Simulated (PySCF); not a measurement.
**Polarisability and C₆ of Sn³³⁺ (tin, charge +33)**

[Ne] 3s2 3p5, 2P determinant. Computed with PySCF 2.14 in an uncontracted even-tempered set (16 s from 5 bohr⁻², ratio 2.5; 11 p from 6.5 bohr⁻², ratio 2.5; 5 d from 30 bohr⁻², ratio 2.7; 4 f from 45 bohr⁻², ratio 2.7), with the non-relativistic Hamiltonian (point nucleus). Coupled (time-dependent) response in atomic units; α is the mean over directions.

| method | mean α (bohr³) | α xx, yy, zz | C₆ (like pair) | S(−4) |
| --- | --- | --- | --- | --- |
| UHF | 0.01141 | 0.01934, 0.007441, 0.007441 | 0.001006 | 0.0002944 |
| PBE0 | 0.01153 | 0.01953, 0.007534, 0.007534 | 0.001005 | 0.0003404 |

S(−4) is the Cauchy moment in α(ω) = α(0) + S(−4) ω² + …

Spin-orbit coupling is absent.

α(iu) at PBE0:

```csv
u (hartree),α(iu) (bohr³)
0,0.01153
1.00,0.01121
2.00,0.01044
4.00,0.008697
6.00,0.007296
8.00,0.006203
10.0,0.005328
15.0,0.003814
20.0,0.002916
30.0,0.001983
50.0,0.001247
```

A single London oscillator, α(iu) = α/(1 + u²/ω²), gives C₆ = (3/4) ω α². Matching the computed C₆ needs ω = 4 × 0.001005 / (3 × 0.01153²) = 10.1 hartree.

For an ion, C₆ is the dispersion term alone; charge-induced terms of lower order in 1/R come first.

The components differ because the open shell of this determinant is not spherical; for a pure term their mean is the scalar polarisability.

A non-relativistic calculation at this Z misses sizeable relativistic shifts. Spin-orbit coupling, absent here, splits the open shell strongly.
